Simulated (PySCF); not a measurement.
## `InChI=1S/C5H8Se/c1-3-4-5-6-2/h3-5H,1H2,2H3/b5-4+`

Geometry:
| atom | x (Å) | y (Å) | z (Å) |
| --- | --- | --- | --- |
| C1 | -3.234 | -0.047 | 0.146 |
| C2 | -1.955 | 0.292 | -0.083 |
| C3 | -0.822 | -0.592 | 0.107 |
| C4 | 0.451 | -0.223 | -0.131 |
| Se5 | 1.948 | -1.338 | 0.101 |
| C6 | 3.309 | -0.062 | -0.434 |
| H7 | -4.049 | 0.662 | -0.015 |
| H8 | -3.503 | -1.047 | 0.501 |
| H9 | -1.727 | 1.304 | -0.438 |
| H10 | -1.040 | -1.606 | 0.463 |
| H11 | 0.676 | 0.789 | -0.486 |
| H12 | 3.159 | 0.250 | -1.475 |
| H13 | 3.307 | 0.809 | 0.235 |
| H14 | 4.275 | -0.577 | -0.349 |

Theory: PySCF, quadratic response CAM-B3LYP/def2-TZVPD first hyperpolarisability, Taylor convention, gas phase. Geometry: PBE0-D3(BJ)/def2-SVP.

The calculation is non-relativistic, which matters for the atoms heavier than Zn.

Give the tensor of the static β(0;0,0) in the axes of these coordinates.

In au, Taylor convention; rows are the first index (the induced dipole):
```
       xx     yy     zz      xy     xz     yz
x  +805.0   -0.4  -38.4  -212.5   -8.3  +14.1
y  -212.5  +81.4  +52.0    -0.4  +14.1  +15.2
z    -8.3  +15.2  -49.2   +14.1  -38.4  +52.0
```
Norm of βᵢ = ⅓ Σⱼ (βᵢⱼⱼ + βⱼᵢⱼ + βⱼⱼᵢ): 771.4 au, hyper-Rayleigh value 349.6 au.
